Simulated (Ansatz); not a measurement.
The cluster P₇⁺, relaxed as a singlet with RKS PBE-D4/def2-SVP in Ansatz, starting from the GFN2-xTB geometry. Force threshold 0.02 eV/Å.

The structure comes from a short search, and lower isomers may exist.

Start:

```tsv
atom	x (Å)	y (Å)	z (Å)
P1	0.967	0.525	-2.489
P2	-0.146	1.173	1.224
P3	-1.889	0.530	2.282
P4	1.480	-0.499	-0.637
P5	-0.630	0.140	-1.052
P6	-0.067	-0.299	2.772
P7	0.285	-1.570	-2.101
```

| step | energy (eV) | largest force component (eV/Å) | SCF passes |
| --- | --- | --- | --- |
| 1 | -64965.7959 | 1.144 | 19 |
| 2 | -64965.8867 | 0.451 | 21 |
| 3 | -64965.9039 | 0.063 | 21 |
| 4 | -64965.9142 | 0.164 | 22 |
| 5 (rejected) | -64965.9107 | 0.446 | 23 |
| 6 | -64965.9304 | 0.195 | 21 |
| 7 | -64965.9435 | 0.192 | 20 |
| 8 | -64965.9563 | 0.319 | 21 |
| 9 | -64965.9648 | 0.356 | 20 |
| 10 | -64965.9752 | 0.227 | 20 |
| 11 (rejected) | -64965.9741 | 0.247 | 19 |
| 12 | -64965.9827 | 0.081 | 20 |
| 13 | -64965.9864 | 0.076 | 19 |
| 14 (rejected) | -64965.6753 | 2.156 | 26 |
| 15 (rejected) | -64965.9863 | 0.084 | 20 |
| 16 | -64965.9871 | 0.011 | 19 |

Force components are those of the run's own axes.

End:

Cartesian coordinates in Å:
```
P 0.9905 0.0583 -2.6484
P -0.0558 1.3284 1.3977
P -1.7993 0.0685 1.8024
P 1.4613 -0.0622 -0.4893
P -0.6219 0.6544 -1.2547
P 0.0617 -0.5658 2.4877
P -0.0365 -1.4816 -1.2954
```

By distances, no bond broke or formed. The bond that changes most is P4–P5, from 2.24 to 2.33 Å (atoms count from 1). The end is the same structure that another start reached.

No frequencies were taken in this run, so the end may be a saddle point.

Run time 16 s (4 threads of Arm Neoverse V2 on a shared host).
